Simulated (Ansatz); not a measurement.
Cost and result up the ladder for VF5 (6 atoms). Charge 0, multiplicity 1. Geometry: PBE0-D4/def2-SVP.

Cartesian coordinates in Å:
```
V 0.000 0.000 0.000
F 0.971 1.283 0.608
F -0.970 -1.283 -0.609
F -0.028 0.739 -1.514
F -1.191 0.363 1.136
F 1.218 -1.101 0.379
```

Ansatz on 4 threads of Arm Neoverse V1 on a shared host. Times are rough, and most runs start from the orbitals of an earlier one. ωB97X-V/def2-TZVP serves as the yardstick here, not as an exact answer. Differences are given only for rows in sets of like size (and for xTB, whose basis is part of the method), since another set adds its own error. Binding counts from free atoms at the same level (V quartet, F doublet; other spins of the atoms weren't run), without zero-point energy or a counterpoise term.

Correlated methods freeze 10 core orbitals; core or outer-core shells of V are correlated, in sets that lack core-valence functions. The rows differ in basis, and correlated rows in double-zeta sets carry the largest basis error.

Correlated methods converge slowly with the basis, most of all in double-zeta sets.

```json
{"level": "HF/STO-3G", "functions": "43", "wall time": "0.2 s", "binding energy per atom (eV)": "3.02", "difference from ωB97X-V/def2-TZVP (eV)": "–"}
{"level": "PBE0-D4/def2-SVP", "functions": "101", "wall time": "1.4 s", "binding energy per atom (eV)": "4.03", "difference from ωB97X-V/def2-TZVP (eV)": "–"}
{"level": "HF/def2-TZVP", "functions": "200", "wall time": "2.1 s", "binding energy per atom (eV)": "1.78", "difference from ωB97X-V/def2-TZVP (eV)": "-2.26"}
{"level": "MP2/def2-TZVP", "functions": "200", "wall time": "2.9 s", "binding energy per atom (eV)": "4.31", "difference from ωB97X-V/def2-TZVP (eV)": "0.27"}
{"level": "CAM-B3LYP-D4/def2-TZVP", "functions": "200", "wall time": "3.3 s", "binding energy per atom (eV)": "4.05", "difference from ωB97X-V/def2-TZVP (eV)": "0.02"}
{"level": "r2SCAN0-D4/def2-TZVP", "functions": "200", "wall time": "5.5 s", "binding energy per atom (eV)": "3.83", "difference from ωB97X-V/def2-TZVP (eV)": "-0.21"}
{"level": "PBE-QIDH/def2-TZVP", "functions": "200", "wall time": "5.5 s", "binding energy per atom (eV)": "3.90", "difference from ωB97X-V/def2-TZVP (eV)": "-0.13"}
{"level": "ωB97X-V/def2-TZVP", "functions": "200", "wall time": "8 s", "binding energy per atom (eV)": "4.03", "difference from ωB97X-V/def2-TZVP (eV)": "0.00"}
{"level": "CCSD(T)/def2-SVP", "functions": "101", "wall time": "13 s", "binding energy per atom (eV)": "3.67", "difference from ωB97X-V/def2-TZVP (eV)": "–"}
```
